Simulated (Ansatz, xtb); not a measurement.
# Relaxing a trial structure of FH3OSi3

The starting geometry of this gas-phase singlet was built from a drawn formula by distance geometry; its bonds are those of `F[Si]1=[Si]([SiH3])O1`.

```xyz
8

F     0.0496    3.3548    2.1124
O    -0.6297    1.4611    4.7067
Si   -0.3085    1.9908    3.1467
Si   -0.1113    0.1166    3.7695
Si    0.9449   -1.8476    3.4865
H     0.1981   -2.9967    3.9474
H     1.2266   -2.0601    2.0307
H     2.2158   -1.8377    4.2292
```

**Question.** Predict what becomes of its bonds when it is optimised with r2SCAN-D4/def2-SVP.

**Answer.** A bond breaks, giving a structure given below by its coordinates. Contacts that open: Si3–Si4 (1.98 → 3.35 Å).

The energy falls by 3.78 eV over 32 steps:

| step | E − E(last) (eV) |
| --- | --- |
| 1 | 3.777 |
| 4 | 2.236 |
| 8 | 0.945 |
| 11 | 0.836 |
| 15 | 0.470 |
| 18 | 0.162 |
| 22 | 0.040 |
| 25 | 0.011 |
| 29 | 0.000 |
| 32 | 0.000 |

Final geometry (Å):

| atom | x (Å) | y (Å) | z (Å) |
| --- | --- | --- | --- |
| F | 0.8484 | 3.0913 | 3.4183 |
| O | -0.5135 | 0.9601 | 3.3649 |
| Si | -0.1103 | 2.2531 | 2.3890 |
| Si | -1.0359 | -0.3040 | 4.3411 |
| Si | 0.7927 | -1.7476 | 3.6303 |
| H | 0.8521 | -3.1033 | 4.2621 |
| H | 0.6572 | -1.9244 | 2.1447 |
| H | 2.0947 | -1.0440 | 3.8787 |

From the same start GFN2-xTB ends elsewhere, differing in O2–Si4 (3.66 against 1.68 Å here), Si3–Si4 (2.28 against 3.35 Å here).

No frequencies were run, so the end isn't proven a minimum. Run with Ansatz 0.2.0, 69 s on 1 thread of Intel(R) Xeon(R) 6975P-C (Granite Rapids) (shared host).
